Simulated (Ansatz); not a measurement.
Frontier orbitals of `O=CC(O)[SiH3]`.

The species carries charge 0 and has multiplicity 1. All single points use the PBE0-D4/def2-TZVP geometry. It is one conformer, not always the lowest. Basis def2-TZVPP, Ansatz.

Orbital energies of one run (eV). Highest occupied ones, from the top: -6.28, -6.54, -8.65, -8.70, -8.81, -9.20, -10.16, -11.00, -12.14, -13.06, -13.48, -14.86, -18.46, -25.87. Empty: -2.17, -0.36, 0.17, 0.51, 1.01, 1.12.

Q: Which functional gave them?
A. revPBE
B. ωB97X-V
C. LC-ωPBE
D. CAM-B3LYP

A: A. HOMO energies: revPBE -6.28, ωB97X-V -10.20, CAM-B3LYP -9.24, LC-ωPBE -10.52 eV.

LC-ωPBE has ω = 0.4 bohr⁻¹.
